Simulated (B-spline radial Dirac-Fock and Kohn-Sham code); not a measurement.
## Pt²⁹⁺: eigenvalues, ΔSCF and the reference

System: platinum as Pt²⁹⁺ in the configuration [Kr] 4d10 4f3.

The density-functional columns are spherical, spin-unpolarised Dirac-Kohn-Sham results without Breit or QED terms: −ε is minus the orbital energy of the initial state and ΔSCF the difference of two total energies. The reference in the last column comes from relaxed Dirac-Fock hole states (ΔSCF) with Breit and QED corrections and a finite nucleus. All numbers are from a radial atomic solver, in eV; a selection of levels is shown. The Kohn-Sham columns are given as differences from the reference. For the 1s level of heavy atoms much of the gap between ΔSCF and the reference is the Breit and QED part, -417.3 eV here; for other levels the error of the functional can be larger.

| level | LDA −ε − DF | LDA ΔSCF − DF | Dirac-Fock |
| --- | --- | --- | --- |
| K | -213.0 | +405.2 | 79431.9 |
| L1 | -189.1 | -57.8 | 14934.0 |
| L2 | -137.1 | +26.5 | 14318.4 |
| L3 | -155.1 | -13.9 | 12610.2 |
| M1 | -108.1 | -56.3 | 4347.0 |
| M2 | -88.9 | -34.3 | 4074.7 |
| M3 | -87.7 | -37.2 | 3691.6 |
| M4 | -65.3 | -7.6 | 3245.7 |
| M5 | -66.7 | -10.4 | 3164.9 |
| N1 | -56.0 | -28.4 | 1683.1 |
| N2 | -46.0 | -18.3 | 1564.3 |
| N3 | -45.8 | -19.6 | 1458.9 |
| N4 | -28.4 | -1.9 | 1262.8 |
| N5 | -28.7 | -2.7 | 1241.8 |
| N6,7 | -24.8 | +2.6 | 1012.3 |

Values without a named source are computed, but for edge energies of neutral atoms, which are taken from tables.
